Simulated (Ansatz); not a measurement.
```yaml
crystal:
  periodic: [false, false, false]
  atoms:
    - {symbol: C, position_ang: [-0.802816, -1.234786, -0.759980]}
    - {symbol: B, position_ang: [-0.335147, 0.158945, -0.022091]}
    - {symbol: B, position_ang: [0.209463, 0.780598, 1.366004]}
    - {symbol: C, position_ang: [0.979026, 0.910572, -0.163426]}
    - {symbol: Cl, position_ang: [0.729692, 2.402338, 0.645337]}
    - {symbol: H, position_ang: [-1.821184, -0.888228, -1.237528]}
    - {symbol: H, position_ang: [-1.078811, -2.010513, -0.208557]}
    - {symbol: h, position_ang: [-0.047746, -1.462639, -1.535748]}
    - {symbol: H, position_ang: [0.604091, 0.421501, 2.474896]}
    - {symbol: H, position_ang: [1.907565, 0.678294, -0.634532]}
basis:
  gaussian: {orbitals: cc-pVTZ, final_grid: {core_spheres: 5, valence_spheres: 4, degree: 11}, nuclear_model: gaussian, point_charges: [{charge: -1.00, position_ang: [5.587, -0.421, 0.192]}]}
hamiltonian: {xc: {name: wB97}}
accuracy: high
output: {forces: true}
```

```sh
$ ansatz run in.yaml --threads 2 --pin off --events-out ev --progress --plain --max-ram 4352MiB
```

Task: How does Ansatz answer? (Estimate.)

Result: Computed: The input was rejected before any iteration.
```
Error: YAML parse error: error: line 11 column 16: `h` is not an element symbol (H … Og, case-exact)
 9 |     - {symbol: H, position_ang: [-1.821184, -0.888228, -1.237528]}
10 |     - {symbol: H, position_ang: [-1.078811, -2.010513, -0.208557]}
11 |     - {symbol: h, position_ang: [-0.047746, -1.462639, -1.535748]}
12 |     - {symbol: H, position_ang: [0.604091, 0.421501, 2.474896]}
13 |     - {symbol: H, position_ang: [1.907565, 0.678294, -0.634532]}
```
